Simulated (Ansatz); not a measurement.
Program: Ansatz 0.2.0.

C2H7BO2Si, SMILES `OC1COB1[SiH3]` at its PBE0-D4/def2-TZVP geometry, where that method's forces vanish. Charge 0, multiplicity 1.

```csv
atom,x (Å),y (Å),z (Å)
O1,0.3727,2.1149,-0.1591
C2,0.8473,0.8239,0.1651
C3,1.5889,0.1616,-0.9990
O4,0.6927,-0.9862,-1.0358
B5,-0.0955,-0.4555,-0.0573
Si6,-1.8215,-1.2137,0.6668
H7,-0.3516,2.3294,0.4336
H8,1.4442,0.8300,1.0863
H9,1.5223,0.7261,-1.9298
H10,2.6152,-0.1638,-0.8185
H11,-2.3519,-2.3479,-0.1356
H12,-1.6069,-1.6785,2.0673
H13,-2.8557,-0.1403,0.7162
```

(1) For each bond, give half the difference of the two atoms' forces along it (eV/Å; positive pushes the atoms apart) under PBE-D4, r2SCAN-D4, B3LYP-D4, ωB97M-V in def2-TZVPP. (An estimate is asked.)

Answers

(1) The calculation gave: 
```tsv
bond	length (Å)	PBE-D4	r2SCAN-D4	B3LYP-D4	ωB97M-V
O1–C2	1.413	0.32	0.31	0.33	0.27
O1–H7	0.960	0.38	0.01	-0.05	-0.10
C2–C3	1.531	0.04	0.07	0.14	0.11
C2–B5	1.605	-0.02	-0.02	0.03	0.02
C2–H8	1.098	0.06	-0.09	-0.16	-0.18
C3–O4	1.457	0.46	0.39	0.36	0.26
C3–H9	1.091	0.05	-0.10	-0.18	-0.15
C3–H10	1.092	0.03	-0.10	-0.19	-0.16
O4–B5	1.364	0.57	0.29	0.11	0.08
B5–Si6	2.020	-0.30	-0.12	-0.08	-0.01
Si6–H11	1.487	0.10	-0.02	-0.05	-0.11
Si6–H12	1.491	0.11	-0.01	-0.06	-0.12
Si6–H13	1.491	0.10	-0.01	-0.06	-0.11
```

B3LYP here is the variant with VWN-RPA as its local correlation; programs differ in this.
